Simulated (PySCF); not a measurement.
First SCF of a structure search on singlet RuSF2, at a hand-made T-shaped (ligand arrangement 1) geometry. PySCF input:

```python
from pyscf import gto, scf, dft
mol = gto.M(atom='''
Ru     0.000000     0.000000     0.000000
S     -2.078700     0.000000     0.072600
F      0.000000     0.000000     1.890000
F      1.888800     0.000000     0.066000''',
    basis={'Ru': 'def2-SVP', 'S': 'def2-SVP', 'F': 'def2-SVP'},
    ecp={'Ru': 'def2-SVP'},
    charge=0, spin=0)
mf = dft.RKS(mol, xc='PBE0')
mf.grids.atom_grid = (50, 194)
aux = {'Ru': 'def2-universal-JKFIT', 'S': 'def2-universal-JKFIT', 'F': 'def2-universal-JKFIT'}
mf = mf.density_fit(auxbasis=aux)
mf.conv_tol = 1e-08
mf.diis_space = 10
mf.max_cycle = 60
mf.init_guess = 'minao'
mf.verbose = 4
mf.kernel()
```

Excerpt of the output (cycles and frontier levels):

```
init E= -682.797109756294
  HOMO = -0.593250838391193  LUMO = -0.502704779378087  gap/eV = 2.46388
cycle= 1 E= -690.683448237177  delta_E= -7.89  |g|= 2.28  |ddm|= 3.15
  HOMO = 0.0748297510161376  LUMO = 0.0779925454271325  gap/eV = 0.08606
cycle= 2 E= -669.03354567642  delta_E= 21.6  |g|= 9.86  |ddm|= 14.7
  HOMO = -0.00297340493181576  LUMO = 0.0127216041524884  gap/eV = 0.42708
cycle= 3 E= -687.754119208018  delta_E= -18.7  |g|= 3.64  |ddm|= 12.8
  HOMO = -0.282571773540684  LUMO = -0.207968885248914  gap/eV = 2.03005
cycle= 4 E= -687.839795183804  delta_E= -0.0857  |g|= 4.39  |ddm|= 5.54
  HOMO = -0.244643220136674  LUMO = -0.210059443313754  gap/eV = 0.94107
cycle= 5 E= -692.04850985281  delta_E= -4.21  |g|= 0.397  |ddm|= 2.72
  HOMO = -0.257061936010753  LUMO = -0.182811234483501  gap/eV = 2.02046
cycle= 6 E= -692.0117743254  delta_E= 0.0367  |g|= 0.575  |ddm|= 0.624
  HOMO = -0.281063999266658  LUMO = -0.19758615614708  gap/eV = 2.27155
... 24 lines left out ...
cycle= 19 E= -692.084984418318  delta_E= -3.53e-07  |g|= 0.000628  |ddm|= 0.00684
  HOMO = -0.285720792865918  LUMO = -0.197898119853  gap/eV = 2.38978
cycle= 20 E= -692.084984503364  delta_E= -8.5e-08  |g|= 0.0004  |ddm|= 0.00423
  HOMO = -0.28571058046491  LUMO = -0.19791292393561  gap/eV = 2.38910
cycle= 21 E= -692.084984547031  delta_E= -4.37e-08  |g|= 0.00012  |ddm|= 0.000928
  HOMO = -0.285705051040294  LUMO = -0.197919099376979  gap/eV = 2.38878
cycle= 22 E= -692.084984551348  delta_E= -4.32e-09  |g|= 1.66e-05  |ddm|= 0.000318
  HOMO = -0.285701618522001  LUMO = -0.197916933083872  gap/eV = 2.38874
Extra cycle  E= -692.084984549635  delta_E= 1.71e-09  |g|= 8.39e-05  |ddm|= 8.21e-05
converged SCF energy = -692.084984549635
```

No lower solution of this spin was found from smeared starts or by a stability analysis within the restricted form, which does not test spin polarisation.

At the minimum of this search the closed-shell solution is unstable towards spin polarisation, so a lower open-shell solution exists.

The search for the lowest solution, 3 starts and the stability check together, took 7.4 s on 2 threads of a shared Intel Xeon Platinum 8375C @ 2.90GHz (Ice Lake) host, with 77 basis functions; the process peaked at 0.41 GiB.
